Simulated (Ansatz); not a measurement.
Isolated molecules relaxed with PBE0-D4/def2-TZVP in Ansatz; ΔE leaves out vibrations. CBS: MP2 limit from def2 TZ/QZ plus the TZ coupled-cluster correction, frozen cores. Functionals use def2-TZVPP. B3LYP here is the variant with VWN-RPA as its local correlation; programs differ in this. One conformer a species, not always the lowest.

Reaction (substitution at a C–N bond): `CN[SiH2]CN` + `[CH3][Al]([F])[SH]` → `C[S][Al]([CH3])[F]` + `NC[SiH2]N`

`CN[SiH2]CN`:

Cartesian coordinates in Å:
```
C 1.541 0.518 1.276
N 1.030 -0.658 0.603
Si -0.642 -0.990 0.372
C -1.297 -0.170 -1.191
N -0.765 1.190 -1.245
H 1.755 0.346 2.339
H 2.458 0.885 0.803
H 0.805 1.322 1.217
H 1.670 -1.434 0.599
H -1.437 -0.481 1.527
H -0.789 -2.470 0.266
H -2.388 -0.125 -1.109
H -1.072 -0.785 -2.077
H -1.115 1.693 -2.051
H 0.244 1.159 -1.328
```

`[CH3][Al]([F])[SH]`:

Z-matrix (Å, degrees):
```
C
Al 1 1.934
H 1 1.092 2 112.6
H 1 1.094 2 110.4 3 120.9
H 1 1.094 2 110.5 3 -121.0
F 2 1.650 1 120.1 3 178.5
S 2 2.176 1 125.7 3 -1.6
H 7 1.344 2 92.4 1 0.1
```

`C[S][Al]([CH3])[F]`:

```xyz
11

C    -1.024    1.613    0.513
S    -2.011    0.165    0.006
Al   -0.449   -1.269   -0.439
C     1.452   -0.927   -0.272
F    -0.984   -2.745   -0.951
H    -1.223    2.432   -0.176
H     0.045    1.404    0.516
H    -1.329    1.906    1.517
H     1.729   -0.677    0.757
H     1.770   -0.092   -0.903
H     2.024   -1.809   -0.568
```

`NC[SiH2]N`:

Z-matrix (Å, degrees):
```
C
Si 1 1.879
N 1 1.465 2 108.4
H 1 1.101 2 111.2 3 -127.1
H 1 1.095 2 106.9 3 116.8
N 2 1.717 1 106.2 3 -58.5
H 2 1.500 1 107.4 3 65.2
H 2 1.489 1 112.0 3 -177.9
H 3 1.012 1 111.3 2 174.2
H 3 1.013 1 110.5 2 -67.3
H 6 1.007 2 121.3 1 -179.0
H 6 1.010 2 115.6 1 41.2
```

```csv
level,ΔE (kJ/mol),difference from CCSD(T)/CBS
PBE-D4,-21.0,-0.2
r2SCAN-D4,-21.5,-0.7
PBE0-D4,-20.0,0.8
B3LYP-D4,-18.2,2.6
ωB97X-V,-17.7,3.1
ωB97M-V,-19.4,1.4
B2PLYP,-19.5,1.3
PBE,-21.4,-0.6
r2SCAN,-21.8,-1.0
PBE0,-20.4,0.4
B3LYP,-18.6,2.2
HF/def2-TZVPP,-14.8,6.0
MP2/def2-TZVPP,-21.0,-0.2
SCS-MP2/def2-TZVPP,-18.9,1.9
CCSD/def2-TZVPP,-16.2,4.6
CCSD(T)/def2-TZVPP,-17.5,3.3
HF/def2-QZVPP,-14.7,6.1
MP2/def2-QZVPP,-22.8,-2.0
SCS-MP2/def2-QZVPP,-20.8,0.0
HF/CBS(def2),-14.7,6.1
MP2/CBS(def2),-24.3,-3.5
CCSD/CBS(def2),-19.4,1.4
CCSD(T)/CBS,-20.8,0
```

Largest T1 diagnostic among the species: 0.011.
